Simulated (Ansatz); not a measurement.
Start from `[SiH3]C[SiH2]P` and change one atom or group to get `CC[SiH2]P`.

Ansatz, PBE0-D4/def2-TZVP geometries, multiplicity 1. Each molecule was computed in one conformer, which needn't be the lowest.

```json
{"property": "ideal-gas entropy at 298 K and 1 bar (rigid rotor, harmonic PBE0-D4/def2-TZVP) / J/(mol·K)", "`[SiH3]C[SiH2]P`": "377"}
{"property": "HOMO energy (B3LYP/def2-TZVPP) / eV", "`[SiH3]C[SiH2]P`": "-7.19"}
{"property": "HOMO–LUMO gap (B3LYP/def2-TZVPP) / eV", "`[SiH3]C[SiH2]P`": "7.23"}
{"property": "HOMO energy (PBE/def2-TZVPP) / eV", "`[SiH3]C[SiH2]P`": "-6.33"}
{"property": "HOMO–LUMO gap (ωB97M-V/def2-TZVPP) / eV", "`[SiH3]C[SiH2]P`": "11.27"}
{"property": "zero-point energy (PBE0-D4/def2-TZVP) / kJ/mol", "`[SiH3]C[SiH2]P`": "227.6"}
```

(1) Give the same properties after the change, and the shifts. (Estimate.)

Answers

(1) The calculation gave: 
```
                                                                                  property  `CC[SiH2]P`  shift
ideal-gas entropy at 298 K and 1 bar (rigid rotor, harmonic PBE0-D4/def2-TZVP) / J/(mol·K)          351    -26
                                                       HOMO energy (B3LYP/def2-TZVPP) / eV        -7.17   0.02
                                                     HOMO–LUMO gap (B3LYP/def2-TZVPP) / eV         7.30   0.07
                                                         HOMO energy (PBE/def2-TZVPP) / eV        -6.28   0.05
                                                   HOMO–LUMO gap (ωB97M-V/def2-TZVPP) / eV        11.54   0.27
                                            zero-point energy (PBE0-D4/def2-TZVP) / kJ/mol        263.1   35.5
```

Modes under 60 cm⁻¹, often nearly free rotors, make the harmonic entropy too high.

Positive LUMOs are unbound, so they and the gaps depend on the basis.

B3LYP here is the variant with VWN-RPA as its local correlation; programs differ in this.
